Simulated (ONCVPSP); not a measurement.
## Configuration tests for O (ONCV)

O, optimised norm-conserving Vanderbilt (ONCV), made with ONCVPSP 4.0.1 (LDA (Perdew-Wang 92), scalar-relativistic). Core [He], reference 2s1.75 2p4.25. Waves: 2s: rc 0.70 bohr, ncon 4, nbas 9, qcut 7.6 1/bohr, 2 projectors, debl 1.7 Ha; 2p: rc 1.00 bohr, ncon 4, nbas 8, qcut 8.2 1/bohr, 2 projectors, debl 2 Ha; d scattering state at 0.21 Ha: rc 1.10 bohr, ncon 4, nbas 9, qcut 9.3 1/bohr, 1 projector. Local part: polynomial inside 0.45 bohr (lpopt 5, dvloc0 2 Ha). Core correction: Teter function, fcfact 5, rcfact 1.6.

Energies are relative to the spin-unpolarised reference configuration 2s1.75 2p4.25; without spin polarisation the order of configurations can differ from experiment.

```csv
valence configuration,charge,ΔE all-electron (eV),error AE − PS (meV)
2s2 2p4,0,-3.641,+0.9
2s2 2p3,+1,12.944,+11
2s2 2p2,+2,46.657,+68
```

(1) What are ΔE and the potential's error for 2s2 2p3.5?

Levels in the configuration 2s2 2p2:

```csv
level,all-electron (eV),pseudo (eV)
2s,-58.023,-58.008
2p,-43.356,-43.252
```

Results:

(1) ΔE = 2.725 eV all-electron; the error (AE − PS) is +3.5 meV.
